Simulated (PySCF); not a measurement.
TaF₄, SMILES [F][Ta+]([F])([F])[F], charge +1, multiplicity 1. Geometry optimised at PBE-D3(BJ)/def2-SVP. The multiplicity is an assumed one; other spin states were not compared. The isomer is the one that the SMILES or the coordinates give; other isomers of the formula were not compared. The def2 effective core potentials stand for the cores of Ta; spin–orbit coupling is left out.

Computed equilibrium geometry at PBE-D3(BJ)/def2-SVP (PySCF confirms it by a frequency run) as bond lengths and angles, and its point group:
point group Td.
Atoms: Ta1 F2 F3 F4 F5. Bonded distances (Å): Ta1–F2 1.827, Ta1–F3 1.827, Ta1–F4 1.827, Ta1–F5 1.827. Angles (°): F2–Ta1–F3 109.5, F2–Ta1–F4 109.5, F2–Ta1–F5 109.5, F3–Ta1–F4 109.5, F3–Ta1–F5 109.5, F4–Ta1–F5 109.5.
Charge +1, spin multiplicity 1.
